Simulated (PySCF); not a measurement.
CH₃AlCl (SMILES [CH3][Al+][Cl]), charge +1, singlet, geometry from GFN2-xTB (such geometries of metal compounds can be far from the true shape); MP2/cc-pVDZ in PySCF.

Here is a job for PySCF.
```python
from pyscf import gto, scf, mp

mol = gto.Mole()
mol.atom = '''
    Al    0.13948726   -0.88189477    0.77212606
    C    -0.07554861    0.58719174   -0.49966655
    H    -0.90644447    1.24487113   -0.20855913
    H    -0.27870186    0.19683686   -1.50671822
    H     0.84415110    1.18771775   -0.54009828
    Cl    0.38412364   -2.37473170    2.05485401
'''
mol.basis = 'cc-pvdz'
mol.charge = 1
mol.verbose = 5
mol.build()

mf = scf.RHF(mol)
mf.kernel()

pt = mp.MP2(mf, frozen=11)
pt.kernel()
print('E(MP2) = %.10f' % pt.e_tot)
```

Task: Predict the main parts of the log of this PySCF run.

Result: 
```
PySCF version 2.14.0

[INPUT] verbose = 5
[INPUT] max_memory = 4000
[INPUT] num. atoms = 6
[INPUT] num. electrons = 38
[INPUT] charge = 1
[INPUT] spin (= nelec alpha-beta = 2S) = 0
[INPUT] symmetry False subgroup None
[INPUT] Mole.unit = angstrom
[INPUT] Symbol           X                Y                Z      unit          X                Y                Z       unit  Magmom
[...]
[INPUT] ---------------- BASIS SET ----------------
[INPUT] l, kappa, [nprim/nctr], expnt,             c_1 c_2 ...
[INPUT] C
[...]
                                1000              0.005329 -0.001154
                                228               0.027077 -0.005725
                                64.71             0.101718 -0.023312
                                21.06             0.27474 -0.063955
                                7.495             0.448564 -0.149981
                                2.797             0.285074 -0.127262
                                0.5215            0.015204 0.544529
[...]
                                2.002             0.20948
                                0.5456            0.508557
[...]
[INPUT] Al
[...]
                                9617              0.00225064 -0.000581791 0.000134208
                                2189              0.0116459 -0.00308113 0.000712442
                                620.5             0.0467377 -0.0123112 0.0028433
                                202.7             0.146299 -0.0419781 0.00976842
                                73.15             0.330283 -0.103371 0.024185
                                28.55             0.415861 -0.196308 0.0474993
                                11.77             0.189253 -0.0830002 0.0203621
                                3.3               0.0115889 0.54104 -0.158788
                                1.173             -0.00128385 0.578796 -0.311694
                                0.1752            0.000425883 0.0288147 0.620147
[...]
                                60.89             0.0306815 -0.00545796
                                19.14             0.129149 -0.0245371
                                6.881             0.320831 -0.0582138
                                2.574             0.453815 -0.0983756
                                0.9572            0.275066 -0.0260064
                                0.2099            0.0190807 0.46402
[...]
[INPUT] H
[...]
                                1.962             0.137977
                                0.4446            0.478148
[...]
[INPUT] Cl
[...]
                                19170             0.00187095 -0.000521836 0.000158298
                                4363              0.00970827 -0.00276513 0.000833639
                                1236              0.0393153 -0.0111537 0.0033988
                                403.6             0.125932 -0.0385919 0.0116738
                                145.7             0.299341 -0.0994848 0.0309622
                                56.81             0.421886 -0.201392 0.0629533
                                23.23             0.237201 -0.130313 0.0460257
                                6.644             0.0191531 0.509443 -0.219312
                                2.575             -0.00334792 0.610725 -0.408773
                                0.5371            0.000929883 0.0421549 0.638465
[...]
                                98.33             0.0398332 -0.0107796
                                31.04             0.164655 -0.0470075
                                11.19             0.387322 -0.11103
                                4.249             0.457072 -0.153275
                                1.624             0.151636 0.0894609
                                0.5322            0.00181615 0.579444
[...]
nuclear repulsion = 117.484265393895
number of shells = 24
number of NR pGTOs = 129
number of NR cGTOs = 65
basis = cc-pvdz
ecp = {}

******** <class 'pyscf.scf.hf.RHF'> ********
method = RHF
initial guess = minao
damping factor = 0
level_shift factor = 0
DIIS = <class 'pyscf.scf.diis.CDIIS'>
diis_start_cycle = 1
diis_space = 8
diis_damp = 0
SCF conv_tol = 1e-09
SCF conv_tol_grad = None
SCF max_cycles = 50
direct_scf = True
direct_scf_tol = 1e-13
Set gradient conv threshold to 3.16228e-05
Initial guess from minao.
E1 = -1257.7240231718354  E2 = 398.98837254745206  Ecoul = 450.92659745454415  Exc = -51.93822490709209
init E= -741.251385230488
cond(S) = 306.72852750152936
[...]
  mo_energy =
[-1.04919269e+02 -5.84472890e+01 -1.13303701e+01 -1.06528053e+01
 -8.11357624e+00 -8.11023356e+00 -8.11023355e+00 -4.88248158e+00
 -3.18997950e+00 -3.17905988e+00 -3.17905890e+00 -1.24186589e+00
 -1.18963549e+00 -6.08652826e-01 -4.90106019e-01 -4.90025918e-01
 -4.77083869e-01 -4.77051797e-01 -3.75652027e-01 -4.20791919e-02
  3.63640625e-02  3.66278449e-02  1.45990806e-01  2.10782686e-01
  2.10894266e-01  2.33086335e-01  3.15366727e-01  3.55789625e-01
  3.56232761e-01  4.18922086e-01  4.19321743e-01  4.42009777e-01
  4.42785870e-01  4.63392443e-01  5.33567869e-01  6.58816932e-01
  6.61753562e-01  7.30231459e-01  7.70117344e-01  7.70536883e-01
  8.07242248e-01  8.07737257e-01  8.63955634e-01  9.32388633e-01
  9.32531683e-01  1.01705032e+00  1.05849013e+00  1.05868878e+00
  1.10936770e+00  1.26593025e+00  1.32310555e+00  1.32575430e+00
  1.50948233e+00  1.62592812e+00  1.77079525e+00  1.84603394e+00
  1.84704546e+00  1.91566550e+00  1.91649778e+00  2.17286325e+00
  2.33523308e+00  2.33580582e+00  2.67413786e+00  2.70307206e+00
  2.70315499e+00]
E1 = -1248.8286687640996  E2 = 390.564558385747  Ecoul = 442.2833266169112  Exc = -51.71876823116423
cycle= 1 E= -740.779844984457  delta_E= 0.472  |g|= 0.362  |ddm|= 1.84
[...]
  mo_energy =
[-1.04968102e+02 -5.89215821e+01 -1.15623277e+01 -1.07123632e+01
 -8.17875991e+00 -8.17480133e+00 -8.17480118e+00 -5.31239486e+00
 -3.62516661e+00 -3.62397277e+00 -3.62397222e+00 -1.29955809e+00
 -1.21448265e+00 -8.18483884e-01 -8.18190776e-01 -7.95128644e-01
[...]
  7.80925156e-01  8.55842393e-01  8.97198415e-01  8.97295105e-01
  9.38086777e-01  1.10742417e+00  1.15821761e+00  1.16071775e+00
  1.33861040e+00  1.47477406e+00  1.61250185e+00  1.69449141e+00
  1.69581385e+00  1.76981799e+00  1.77026314e+00  2.02167063e+00
  2.18617225e+00  2.18673517e+00  2.54207693e+00  2.56637100e+00
  2.56645785e+00]
E1 = -1249.8990944400769  E2 = 391.5742737517844  Ecoul = 443.368185192425  Exc = -51.79391144064061
cycle= 7 E= -740.840555294397  delta_E= -1.51e-07  |g|= 0.000164  |ddm|= 0.000736
[...]
  mo_energy =
[-1.05047888e+02 -5.87916974e+01 -1.14476281e+01 -1.07773533e+01
 -8.24417166e+00 -8.24140789e+00 -8.24140767e+00 -5.20291798e+00
 -3.51562913e+00 -3.51562806e+00 -3.51472032e+00 -1.31407974e+00
 -1.14549711e+00 -7.88582213e-01 -7.63471713e-01 -7.63322341e-01
 -6.92512954e-01 -6.92509370e-01 -6.74824353e-01 -1.52475383e-01
 -1.41503218e-01 -1.41302880e-01  8.22119122e-03  6.23510041e-02
  6.23729737e-02  6.62194798e-02  1.37338697e-01  1.37834263e-01
  1.39005967e-01  1.79187862e-01  1.79713072e-01  2.25763824e-01
  2.26326575e-01  2.75845607e-01  3.60162118e-01  4.95259558e-01
  4.98168930e-01  5.78815575e-01  6.18719494e-01  6.19204545e-01
  6.82019503e-01  6.82231944e-01  7.56154865e-01  7.80724615e-01
  7.80850814e-01  8.55803238e-01  8.97150375e-01  8.97246813e-01
  9.38042917e-01  1.10742477e+00  1.15820841e+00  1.16070876e+00
  1.33856288e+00  1.47478529e+00  1.61250510e+00  1.69450336e+00
  1.69582570e+00  1.76982458e+00  1.77026971e+00  2.02168533e+00
  2.18618318e+00  2.18674617e+00  2.54208149e+00  2.56637284e+00
  2.56645971e+00]
E1 = -1249.8992126251442  E2 = 391.5743919138452  Ecoul = 443.3683373491654  Exc = -51.79394543532021
cycle= 8 E= -740.840555317404  delta_E= -2.3e-08  |g|= 3.44e-05  |ddm|= 0.000349
[...]
  mo_energy =
[-1.05047885e+02 -5.87917198e+01 -1.14476081e+01 -1.07773517e+01
 -8.24416952e+00 -8.24140596e+00 -8.24140574e+00 -5.20293071e+00
 -3.51564293e+00 -3.51564186e+00 -3.51473351e+00 -1.31408320e+00
 -1.14548562e+00 -7.88584035e-01 -7.63456890e-01 -7.63307532e-01
 -6.92515913e-01 -6.92512334e-01 -6.74822577e-01 -1.52477663e-01
 -1.41504068e-01 -1.41303732e-01  8.22343827e-03  6.23556341e-02
  6.23776485e-02  6.62175872e-02  1.37336944e-01  1.37832819e-01
  1.39007833e-01  1.79186563e-01  1.79711805e-01  2.25764829e-01
  2.26327557e-01  2.75842912e-01  3.60167083e-01  4.95266072e-01
  4.98175298e-01  5.78814825e-01  6.18716427e-01  6.19201591e-01
  6.82031658e-01  6.82244050e-01  7.56164143e-01  7.80720406e-01
  7.80846605e-01  8.55801948e-01  8.97149825e-01  8.97246197e-01
  9.38042839e-01  1.10743217e+00  1.15821549e+00  1.16071585e+00
  1.33856039e+00  1.47479642e+00  1.61251487e+00  1.69451464e+00
  1.69583702e+00  1.76983594e+00  1.77028104e+00  2.02169771e+00
  2.18619447e+00  2.18675745e+00  2.54209406e+00  2.56638564e+00
  2.56647251e+00]
E1 = -1249.8990951814985  E2 = 391.5742744690516  Ecoul = 443.3682135982341  Exc = -51.79393912918249
cycle= 9 E= -740.840555318552  delta_E= -1.15e-09  |g|= 6.6e-06  |ddm|= 7.94e-05
[...]
  mo_energy =
[-1.05047887e+02 -5.87917196e+01 -1.14476062e+01 -1.07773539e+01
 -8.24417166e+00 -8.24140805e+00 -8.24140783e+00 -5.20293115e+00
 -3.51564346e+00 -3.51564238e+00 -3.51473399e+00 -1.31408494e+00
 -1.14548429e+00 -7.88584587e-01 -7.63455376e-01 -7.63306025e-01
 -6.92517534e-01 -6.92513956e-01 -6.74822035e-01 -1.52477711e-01
 -1.41504078e-01 -1.41303742e-01  8.22371405e-03  6.23562852e-02
  6.23783061e-02  6.62173327e-02  1.37336701e-01  1.37832607e-01
  1.39008013e-01  1.79186355e-01  1.79711598e-01  2.25765120e-01
  2.26327842e-01  2.75842393e-01  3.60167429e-01  4.95266592e-01
  4.98175799e-01  5.78815135e-01  6.18715442e-01  6.19200623e-01
  6.82033078e-01  6.82245466e-01  7.56164488e-01  7.80719068e-01
  7.80845268e-01  8.55802046e-01  8.97149207e-01  8.97245570e-01
  9.38041909e-01  1.10743311e+00  1.15821600e+00  1.16071638e+00
  1.33855959e+00  1.47479718e+00  1.61251604e+00  1.69451547e+00
  1.69583784e+00  1.76983749e+00  1.77028259e+00  2.02169859e+00
  2.18619581e+00  2.18675880e+00  2.54209481e+00  2.56638693e+00
  2.56647380e+00]
E1 = -1249.8990895557374  E2 = 391.57426884325037  Ecoul = 443.36820789180996  Exc = -51.793939048559594
cycle= 10 E= -740.840555318592  delta_E= -4.01e-11  |g|= 1.68e-06  |ddm|= 1.5e-05
[...]
  mo_energy =
[-1.05047887e+02 -5.87917202e+01 -1.14476056e+01 -1.07773539e+01
 -8.24417172e+00 -8.24140808e+00 -8.24140787e+00 -5.20293164e+00
 -3.51564396e+00 -3.51564289e+00 -3.51473449e+00 -1.31408503e+00
 -1.14548391e+00 -7.88584643e-01 -7.63455032e-01 -7.63305676e-01
 -6.92517718e-01 -6.92514141e-01 -6.74822041e-01 -1.52477800e-01
 -1.41504240e-01 -1.41303904e-01  8.22377881e-03  6.23563561e-02
  6.23783777e-02  6.62172406e-02  1.37336572e-01  1.37832490e-01
  1.39008038e-01  1.79186205e-01  1.79711448e-01  2.25764992e-01
  2.26327713e-01  2.75842236e-01  3.60167572e-01  4.95266772e-01
  4.98175975e-01  5.78815143e-01  6.18715370e-01  6.19200554e-01
  6.82033356e-01  6.82245746e-01  7.56164840e-01  7.80718993e-01
  7.80845193e-01  8.55802021e-01  8.97149173e-01  8.97245534e-01
  9.38041864e-01  1.10743329e+00  1.15821618e+00  1.16071656e+00
  1.33855948e+00  1.47479751e+00  1.61251630e+00  1.69451579e+00
  1.69583816e+00  1.76983775e+00  1.77028285e+00  2.02169897e+00
  2.18619608e+00  2.18675907e+00  2.54209522e+00  2.56638728e+00
  2.56647415e+00]
E1 = -1249.8990881722855  E2 = 391.5742674597969  Ecoul = 443.36820632753813  Exc = -51.79393886774125
Extra cycle  E= -740.840555318593  delta_E= -1.59e-12  |g|= 7.52e-07  |ddm|= 2.7e-06
converged SCF energy = -740.840555318593

******** <class 'pyscf.mp.mp2.RMP2'> ********
nocc = 8, nmo = 54
frozen orbitals 11
transform (ia|jb) incore
E(RMP2) = -741.163144402287  E_corr = -0.322589083693844
E(SCS-RMP2) = -741.160711316548  E_corr = -0.320155997954806
E_corr(same-spin) = -0.0772510413205465
E_corr(oppo-spin) = -0.245338042373297
E(MP2) = -741.1631444023
```
